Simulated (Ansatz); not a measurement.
Born–Oppenheimer molecular dynamics of BF2H2N (6 atoms, charge 0, multiplicity 1). It starts from a relaxed structure.

All numbers below come from Ansatz, RKS B3LYP-D4/def2-SVP.

* ensemble: NVT, Nosé–Hoover chain
* time step: 0.5 fs
* steps asked: 250
* set temperature: 2000 K
* thermostat: time constant 100 fs, chain length 5
* temperature schedule: 62 steps to 2000 K, then 188 steps to 4000 K
* seed: 530104

First frame:

```xyz
6
Properties=species:S:1:pos:R:3
B 0.000 0.000 0.082
N 0.000 0.000 1.479
H -0.847 -0.097 2.023
H 0.847 0.097 2.023
F 1.133 0.130 -0.608
F -1.133 -0.130 -0.608
```

**Question.** How far do the bonds stretch over the last three quarters of this one trajectory? (Pairs bonded in most of those frames.)

**Answer.** 
```
 bond  mean (Å)  spread (Å)  shortest  longest
B1–N2     1.416       0.044      1.34     1.52
B1–F5     1.336       0.029      1.27     1.39
B1–F6     1.336       0.040      1.27     1.41
N2–H3     1.030       0.047      0.94     1.13
N2–H4     1.038       0.077      0.91     1.16
```

Mean temperature of the second half: 1313 K. The conserved energy stayed within 2.4 meV per atom of its start (net change 1.6 meV per atom), so the integration is sound. The schedule's set-point averaged 3335 K over the second half and the system 1313 K, so it lags behind the ramp. A run of 0.12 ps of so small a system gives no equilibrium averages.

Time of the run: 6.2 min on 1 thread of Arm Neoverse V1, with other jobs on the host, peak memory 0.12 GiB.
